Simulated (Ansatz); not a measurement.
Steps of a relaxation of C$_{2}$H$_{7}$BFNS, SMILES `CN(C)B(F)S` with RKS PBE0-D4/def2-TZVP.

```sh
$ ansatz run in.yaml --threads 2 --pin off --events-out ev --progress --plain --max-ram 22528MiB --backend cuda --devices 0, --max-vram 18GiB
```

```yaml
crystal:
  periodic: [false, false, false]
  atoms:
    - {symbol: C, position_ang: [-1.133159, -0.763465, 0.523500]}
    - {symbol: N, position_ang: [0.077248, -0.157209, 0.006685]}
    - {symbol: C, position_ang: [1.192853, -1.073077, -0.157945]}
    - {symbol: B, position_ang: [0.189310, 1.213780, -0.312930]}
    - {symbol: F, position_ang: [1.359994, 1.695433, -0.792098]}
    - {symbol: S, position_ang: [-1.222956, 2.374969, -0.093766]}
    - {symbol: H, position_ang: [-1.494138, -1.578632, -0.144366]}
    - {symbol: H, position_ang: [-1.943050, -0.014654, 0.612886]}
    - {symbol: H, position_ang: [-0.965808, -1.208160, 1.531117]}
    - {symbol: H, position_ang: [2.072686, -0.533821, -0.552811]}
    - {symbol: H, position_ang: [0.938471, -1.895518, -0.864924]}
    - {symbol: H, position_ang: [1.475032, -1.543429, 0.811665]}
    - {symbol: H, position_ang: [-0.526185, 3.449182, -0.552412]}
basis:
  gaussian: {orbitals: def2-TZVP}
hamiltonian: {xc: pbe0, dispersion: d4}
relax: {f_tol: 0.005, max_steps: 150}
```

Positions (Å) and forces (eV/Å) along the path, 5 of 5 steps:

```xyz
13
step=1 energy=-17901.8469 eV
C    -1.133   -0.763    0.523   -0.241   -0.163    0.114
N     0.077   -0.157    0.007    0.060    0.311   -0.081
C     1.193   -1.073   -0.158    0.223   -0.215   -0.027
B     0.189    1.214   -0.313    0.124   -0.359    0.034
F     1.360    1.695   -0.792   -0.485   -0.180    0.195
S    -1.223    2.375   -0.094    0.513    0.219   -0.218
H    -1.494   -1.579   -0.144    0.217    0.427    0.296
H    -1.943   -0.015    0.613    0.421   -0.360   -0.053
H    -0.966   -1.208    1.531   -0.036    0.248   -0.504
H     2.073   -0.534   -0.553   -0.447   -0.265    0.199
H     0.938   -1.896   -0.865    0.083    0.436    0.343
H     1.475   -1.543    0.812   -0.173    0.267   -0.462
H    -0.526    3.449   -0.552   -0.256   -0.365    0.163
13
step=2 energy=-17901.8928 eV
C    -1.125   -0.762    0.521   -0.077   -0.067    0.038
N     0.078   -0.155    0.006    0.026    0.178   -0.043
C     1.186   -1.070   -0.156    0.059   -0.077   -0.003
B     0.187    1.206   -0.310    0.055   -0.128    0.008
F     1.350    1.687   -0.787   -0.170   -0.061    0.068
S    -1.215    2.368   -0.096    0.185    0.088   -0.081
H    -1.476   -1.566   -0.145    0.060    0.124    0.093
H    -1.927   -0.023    0.611    0.115   -0.106   -0.012
H    -0.952   -1.201    1.516   -0.016    0.070   -0.151
H     2.058   -0.541   -0.547   -0.122   -0.078    0.055
H     0.926   -1.881   -0.855    0.029    0.128    0.102
H     1.458   -1.532    0.806   -0.048    0.077   -0.140
H    -0.527    3.435   -0.549   -0.095   -0.149    0.064
13
step=3 energy=-17901.8976 eV
C    -1.122   -0.761    0.520   -0.003   -0.006    0.001
N     0.078   -0.152    0.006   -0.002    0.008    0.001
C     1.183   -1.068   -0.156    0.000   -0.004    0.001
B     0.186    1.203   -0.310    0.002    0.003   -0.002
F     1.345    1.684   -0.784   -0.003    0.002    0.001
S    -1.212    2.365   -0.098    0.006    0.001   -0.003
H    -1.469   -1.561   -0.144   -0.001   -0.004   -0.006
H    -1.922   -0.027    0.611   -0.004    0.004    0.001
H    -0.946   -1.199    1.509    0.004   -0.002    0.006
H     2.053   -0.544   -0.545    0.005    0.001   -0.002
H     0.921   -1.874   -0.850   -0.003   -0.004   -0.005
H     1.451   -1.526    0.803    0.001   -0.001    0.006
H    -0.525    3.425   -0.547   -0.003    0.002    0.001
13
step=4 energy=-17901.8976 eV
C    -1.122   -0.761    0.520   -0.003   -0.003    0.001
N     0.078   -0.151    0.006   -0.001    0.006    0.001
C     1.182   -1.068   -0.155    0.001   -0.002    0.000
B     0.186    1.203   -0.310    0.002    0.000   -0.001
F     1.346    1.684   -0.784    0.000    0.000    0.000
S    -1.212    2.365   -0.100   -0.001   -0.002    0.000
H    -1.469   -1.561   -0.145    0.000    0.000   -0.001
H    -1.922   -0.028    0.612    0.000    0.001    0.001
H    -0.945   -1.200    1.509    0.001    0.000    0.000
H     2.054   -0.545   -0.545    0.001    0.000    0.000
H     0.920   -1.874   -0.850   -0.001    0.000    0.000
H     1.450   -1.527    0.804    0.000    0.000    0.001
H    -0.525    3.427   -0.547    0.001    0.000    0.000
13
step=5 energy=-17901.8976 eV
C    -1.122   -0.762    0.520   -0.001    0.000   -0.001
N     0.078   -0.151    0.006    0.000    0.001    0.001
C     1.182   -1.068   -0.155    0.001    0.000    0.000
B     0.186    1.203   -0.310    0.000   -0.001   -0.001
F     1.346    1.685   -0.784    0.001    0.000    0.000
S    -1.212    2.365   -0.101   -0.001    0.000    0.000
H    -1.469   -1.560   -0.146    0.000    0.001    0.001
H    -1.922   -0.028    0.614    0.001    0.000    0.001
H    -0.945   -1.201    1.509    0.000    0.000   -0.001
H     2.054   -0.545   -0.544   -0.001    0.000    0.000
H     0.919   -1.874   -0.850    0.000    0.001    0.001
H     1.450   -1.527    0.804    0.000    0.000   -0.001
H    -0.525    3.427   -0.547    0.000    0.000    0.000
```

Run time 9 s (2 threads of an AMD EPYC 7R13 on a shared host and a share of an NVIDIA H100 80 GB); peak host memory 0.86 GiB.
